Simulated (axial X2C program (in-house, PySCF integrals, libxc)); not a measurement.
## Which molecule has these constants?

Calculated with an in-house all-electron X2C program for linear molecules (integrals from PySCF), spin-free (one-electron X2C) or two-component (2c: spin–orbit coupling with atomic mean-field Coulomb and Gaunt terms, which also bring small scalar terms), in Dyall basis sets with cores contracted in-house; open shells are unrestricted.

A two-component PBE0 calculation in a Dyall 3-zeta basis gave Re = 2.943 Å, ωe = 275.0 cm⁻¹, Ω = 3/2.

Question: Which molecule is it?
A. LiTa⁺
B. LiV⁺
C. LiNb⁺

Answer: A. The others have LiNb⁺ 2.905 Å and 238.2 cm⁻¹ (Ω = 1/2); LiV⁺ 2.867 Å and 224.7 cm⁻¹ (Ω = 1/2).

Each entry is the lowest single determinant of a limited PBE0 search at one distance. De goes to single-determinant-based atoms at the same level (for ions the charge split of lowest energy) and is withheld (n/a) where an atom does not fit its ground term or J level. Main or longest-lived isotopes. One determinant is a doubtful description, or other states lie close, for LiTa⁺, LiNb⁺, LiV⁺; these need not be ground states, and all values refer to the states named. With several unpaired electrons the Ω given is that of one determinant, not necessarily of the lowest component. The functionals have no current term, which raises determinants with orbital currents. Where the atoms have a lower orbital projection than the molecule, De at mean-field level may be about a tenth of an eV too small.
